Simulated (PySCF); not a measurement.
Correlation energy of Ar+ (argon, charge +1)

[Ne] 3s1 3p5 3d1, one real determinant (an excited configuration). Calculation: PySCF 2.14, in aug-cc-pVDZ-DK (5s4p2d, 27 functions); the spin-free X2C one-electron Hamiltonian (Gaussian nucleus). Frozen: [Ne]; 7 electrons correlated.

MP2 pair energies summed by pair of shells (mhartree):

| pair | energy | share (%) |
| --- | --- | --- |
| 3p-3p | -117.80 | 88.8 |
| 3s-3p | -8.70 | 6.6 |
| 3p-3d | -5.55 | 4.2 |
| 3s-3d | -0.57 | 0.4 |

Total MP2 correlation energy: -132.62 mhartree.

Same-spin part -24.16 and opposite-spin part -108.47 mhartree; SCS-MP2 scales them by 1/3 and 6/5 to -138.21 mhartree.

The reference is one real determinant that mixes LS terms of this configuration.
